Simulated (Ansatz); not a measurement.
Reaction (cleavage of the Si–Si bond): `S[SiH2][SiH2]CCl` + HCl → `ClC[SiH2]Cl` + `[SiH3]S`

Computed with Ansatz on PBE0-D4/def2-TZVP structures; ΔE is electronic, products minus reactants. CCSD(T)/CBS adds triple-zeta CCSD(T) − MP2 to the extrapolated MP2 energy (def2 sets, frozen cores). This one scheme is used for every species. DFT in def2-TZVPP. B3LYP here is the variant with VWN-RPA as its local correlation; programs differ in this. Each species was taken in one conformer, which may not be the lowest.

(1) Is it downhill or uphill in electronic energy at CCSD(T)/CBS, and by how much? (Best estimate.)

(2) What do these levels give: PBE-D4, r2SCAN-D4, B3LYP-D4, ωB97X-V, B2PLYP, PBE, MP2/def2-TZVPP, SCS-MP2/def2-TZVPP, CCSD/def2-TZVPP, HF/def2-QZVPP, MP2/def2-QZVPP, MP2/CBS(def2)? (Best estimate.)

Largest T1 diagnostic among the species: 0.011.

## Answers

(1) Ansatz gave: Downhill: ΔE = -23.9 kcal/mol.

(2) Ansatz gave: PBE-D4 -20.0, r2SCAN-D4 -23.5, B3LYP-D4 -23.5, ωB97X-V -24.2, B2PLYP -25.3, PBE -21.0, MP2/def2-TZVPP -25.5, SCS-MP2/def2-TZVPP -26.0, CCSD/def2-TZVPP -24.1, HF/def2-QZVPP -29.7, MP2/def2-QZVPP -25.9, MP2/CBS(def2) -26.1 kcal/mol.

In def2-TZVPP, CCSD(T) changes the Hartree–Fock value by +6.1 kcal/mol (the triples alone add +0.7 kcal/mol) and MP2 by +3.9 kcal/mol. The D4 term adds +1.5 kcal/mol with B3LYP and +0.9 kcal/mol with PBE0; it sums over pairs of atoms, weighted by their polarisabilities, and B3LYP, whose exchange is more repulsive, gets the larger term.
